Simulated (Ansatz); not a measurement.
BiB₁₀⁻, relaxed as a singlet with RKS PBE-D4/def2-SVPD in Ansatz, starting from the GFN1-xTB geometry. Force threshold 0.02 eV/Å.

In the def2 sets Bi takes a core potential; there is no spin–orbit coupling. The restricted singlet is unstable towards broken spin symmetry in Hartree–Fock (as tested in another run); at PBE-D4/def2-SVPD this wasn't settled. Another isomer (singlet) lies 2.02 eV lower at PBE0-D4/def2-TZVPD; other spin states weren't run for this one.

Start:

```xyz
11

Bi    0.468   -3.263    0.816
B    -0.365   -0.559    0.707
B    -0.983   -1.793    1.775
B     0.962   -1.189   -0.061
B    -1.248    1.854   -0.039
B    -1.861   -0.532    1.815
B     1.031    1.987   -1.810
B    -0.202    2.355   -1.032
B     1.797   -0.387   -1.090
B    -1.594    0.689    0.871
B     1.995    0.837   -1.953
```

Estimate the energy that the relaxation releases and the steps that it takes.

265.4 kJ/mol, in 19 steps; 72 s on 4 threads of Arm Neoverse V1 on a shared host. No frequencies were taken in this run, so the end may be a saddle point.

Does the start keep its bonding?

Bonds formed: B2–B5, B2–B8, B3–B4, B7–B9 (atoms count from 1).

Predict the relaxed structure.


```xyz
11

Bi    0.592   -3.241    0.325
B    -0.700    0.168    0.493
B    -0.538   -1.510    1.151
B     0.704   -0.916    0.090
B    -1.425    1.735    0.157
B    -1.609   -0.525    1.825
B     1.001    1.208   -1.794
B    -0.303    1.472   -0.904
B     1.780   -0.074   -0.799
B    -1.978    0.911    1.368
B     2.478    0.772   -1.912
```
Bond lengths: 16 × B–B 1.54 to 1.95 Å; 2 × B–Bi 2.23 to 2.34 Å.
